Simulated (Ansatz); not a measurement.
`N[CH2][Zn][SiH3]` + `[NH2][Al]([OH])[SH]` → `[NH2][Al]([SH])[O][SiH3]` + `N[CH2][ZnH]`  (cleavage of the Si–Zn bond)

Calculated with Ansatz (gas phase, PBE0-D4/def2-TZVP geometries, no zero-point term in ΔE). CCSD(T)/CBS is the MP2 limit (def2-TZVPP, def2-QZVPP) plus CCSD(T) − MP2 in def2-TZVPP, frozen cores. DFT in def2-TZVPP. For Zn outer-core shells are correlated without core-valence functions, which leaves a few kJ/mol of doubt a bond. Scalar relativity is left out up to krypton. One conformer a species, not always the lowest.

```tsv
species	r2SCAN0-D4 energy (Eh)
`N[CH2][Zn][SiH3]`	-2165.82177
`[NH2][Al]([OH])[SH]`	-773.08942
`[NH2][Al]([SH])[O][SiH3]`	-1063.80599
`N[CH2][ZnH]`	-1875.14057
```

Problem. Work out ΔE.

Solution. ΔE = (-1063.80599) + (-1875.14057) − (-2165.82177) − (-773.08942) = -0.03537 Eh = -92.9 kJ/mol. CCSD(T)/CBS gives -93.4 kJ/mol.

Largest T1 diagnostic among the species: 0.014.

In def2-TZVPP, CCSD(T) changes the Hartree–Fock value by +25.8 kJ/mol (the triples alone add +3.9 kJ/mol) and MP2 by +20.1 kJ/mol. From BLYP to BHLYP (50 % exact exchange), in def2-TZVPP and without D4, ΔE moves by −26.2 kJ/mol. At CCSD(T), def2-SVP lies +4.8 kJ/mol from the extrapolated value and def2-TZVPP −4.7 kJ/mol.
